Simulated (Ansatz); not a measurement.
System: PH (charge 0, triplet). 
Structure (B3LYP-D3(BJ)/def2-TZVP (Ansatz, a program for electronic structure) minimum search):
SMILES: [PH]
```xyz
2

P      0.0000     0.0000    -0.0893
H      0.0000     0.0000     1.3392
```
Charge 0, spin multiplicity 3.

Property: vertical electron affinity (to the doublet state of charge -1; a negative value means that the extra electron is unbound and the number depends on the basis; each state is the SCF solution reached for its spin), in eV. Correlated levels leave the core frozen unless marked. UHF or UKS for open shells. Spin-orbit coupling is left out. Non-relativistic. Anions need diffuse functions: aug- sets have them; def2-D sets add few. CBS(X,Y): correlation extrapolated as X^-3; Hartree-Fock from the larger set.

```csv
level,program,vertical electron affinity (eV)
SVWN5/def2-TZVPD,Ansatz,0.96
B3LYP/def2-TZVPD,Ansatz,0.80
```

Problem. Estimate the value at CCSD(T)/CBS(aug-cc-pV(T+d)Z,aug-cc-pV(Q+d)Z) as computed with Ansatz.

Solution. 1.02 eV, so B3LYP/def2-TZVPD differs from it by -0.22 eV.
